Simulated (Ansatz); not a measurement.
A nudged elastic band was laid between two geometries of BrH + ClF2HSi (7 atoms, charge 0, multiplicity 1).

All numbers below come from Ansatz 0.2.0, UKS PBE0-D4/def2-SVP.

| Item | Value |
| --- | --- |
| movable images | 9 |
| climbing image | yes |
| spring | 5.0 eV/Å² |
| optimiser | quadratic models (default) |
| start path | through a guess of the saddle point |
| force threshold | 0.05 eV/Å |
| iteration limit | 60 |
| end points | relaxed |

Initial state:

```xyz
7
Properties=species:S:1:pos:R:3
Si -0.391 -0.579 -0.764
Cl 0.995 -1.378 0.508
F -0.728 -1.688 -1.872
F -1.737 -0.304 0.058
H 0.093 0.646 -1.413
H 1.168 1.013 1.878
Br 0.599 2.291 1.605
```

Final state:

```xyz
7
Properties=species:S:1:pos:R:3
Si -0.749 0.351 -0.453
Cl 2.495 -0.677 0.766
F -0.612 -1.067 0.313
F -2.220 0.365 -1.095
H 0.256 0.443 -1.521
H 1.430 -1.372 0.975
Br -0.600 1.957 1.016
```

Task: Which bonds break or form, and what moves?

Result: Bonds broken: Si1–Cl2, H6–Br7. Bonds formed: Si1–Br7, Cl2–H6. BrH + ClF2HSi becomes BrF2HSi + ClH.

Task: Give the energies along the band, and the barrier.

Result: The forces met the threshold. The highest image is number 4 of 0 to 10, 1.42 eV above the first end and 1.38 eV above the last; the last end lies 0.04 eV above the first. A vibrational analysis at the climbing image gives one clearly imaginary mode, 352i cm⁻¹: a first-order saddle point. The orbitals were unrestricted but ended closed-shell.

| image | path coordinate (Å) | energy (eV) | Si1–Cl2 (Å) | H6–Br7 (Å) | Si1–Br7 (Å) |
| --- | --- | --- | --- | --- | --- |
| 0 | 0.00 | 0.00 | 2.04 | 1.43 | 3.85 |
| 1 | 0.50 | 0.04 | 2.05 | 1.43 | 3.63 |
| 2 | 1.01 | 0.32 | 2.08 | 1.44 | 3.22 |
| 3 | 1.51 | 0.95 | 2.18 | 1.51 | 2.81 |
| 4 | 2.02 | 1.42 | 2.38 | 1.79 | 2.51 |
| 5 | 2.70 | 0.94 | 2.90 | 2.13 | 2.30 |
| 6 | 3.39 | 0.32 | 3.43 | 2.35 | 2.22 |
| 7 | 4.07 | 0.11 | 3.72 | 2.66 | 2.20 |
| 8 | 4.75 | 0.09 | 3.59 | 3.13 | 2.20 |
| 9 | 5.43 | 0.07 | 3.57 | 3.51 | 2.19 |
| 10 | 6.12 | 0.04 | 3.61 | 3.90 | 2.18 |

Task: What is the geometry of the highest image?

Result: 
```xyz
7
Properties=species:S:1:pos:R:3:forces:R:3
Si -0.409 -0.095 -0.490 0.02 0.02 0.01
Cl 1.447 -1.036 0.671 -0.01 0.01 0.01
F -0.561 -1.589 -1.098 0.00 0.00 -0.01
F -1.971 0.151 -0.165 -0.02 -0.01 0.00
H 0.184 0.724 -1.556 0.00 -0.01 0.00
H 1.240 0.249 1.343 0.01 -0.02 0.00
Br 0.069 1.597 1.296 0.00 0.01 -0.01
```

Task: What are the harmonic wavenumbers there?

Result: 352i, 23, 213, 262, 273, 339, 375, 578, 639, 763, 882, 888, 970, 1358, 2356 cm⁻¹.

The band took 17 iterations and about 40 core-minutes.

Time of the run: 11 min on 4 threads of Arm Neoverse N1, on a shared host, peak memory 0.41 GiB.
